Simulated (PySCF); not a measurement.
## Computed properties of Si(CCH)(F)3 (C₂HF₃Si), SMILES F[Si](F)(C#C)F

Si(CCH)(F)3 (C2HF3Si), SMILES C(#C)[Si](F)(F)F. Coordinates come from a B3LYP-D3(BJ)/def2-SVP optimisation. The values are those of a single conformer. All values are computed for the isolated molecule unless a solvent is named; none is compared with measurement here.

**Structure.** The optimised structure has C3v symmetry. All 15 harmonic modes at B3LYP-D3(BJ)/def2-SVP (PySCF) are real, so it is a minimum. With heavy atoms numbered as in [CH:1]#[C:2][Si:3]([F:4])([F:5])[F:6], the shortest bond between them is C1–C2 at 1.215 Å and the longest C2–Si3 at 1.799 Å.

**Vibrations.** The strongest infrared lines (harmonic, unscaled, degenerate partners summed) lie at 997 cm⁻¹ (381 km/mol, F 50 %, Si 50 %), 885 cm⁻¹ (273 km/mol, F 52 %, Si 42 %), 396 cm⁻¹ (105 km/mol, C 47 %, F 35 %, Si 15 %). The softest mode is at 135 cm⁻¹ and the zero-point energy is 18.1 kcal/mol.

**Electronic structure.** M06-2X/def2-TZVP (PySCF) places the frontier levels at -10.64 and -0.09 eV, a gap of 10.55 eV, and gives a dipole moment of 2.82 D and a mean polarisability of 39.1 bohr³. PBE/def2-TZVP (PySCF) at the same geometry gives -8.06 and -1.97 eV, so its gap is 4.46 eV narrower. An orbital gap is neither the optical nor the fundamental gap.

**Excitations.** TDDFT-B3LYP/def2-SVPD (PySCF) has S1 at 6.03 eV (206 nm, f = 0.000, dark); the most intense of the 10 singlets computed lies at 9.19 eV (f = 0.99). Strengths of degenerate partners are summed. T1 (TDA) is at 4.87 eV. TDDFT-PBE/def2-SVPD (PySCF) puts S1 at 6.11 eV. No vertical singlet excitation falls in the visible range (under 3.1 eV).

**NMR.** GIAO shifts at PBE0/pcSseg-1 (PySCF) (non-relativistic, atoms alike by connectivity averaged): ¹³C from 77.3 to 105.7 ppm against TMS; ¹H at 2.6 ppm against TMS; ²⁹Si at -83.7 ppm against TMS; ¹⁹F at -145.9 ppm against CFCl3.
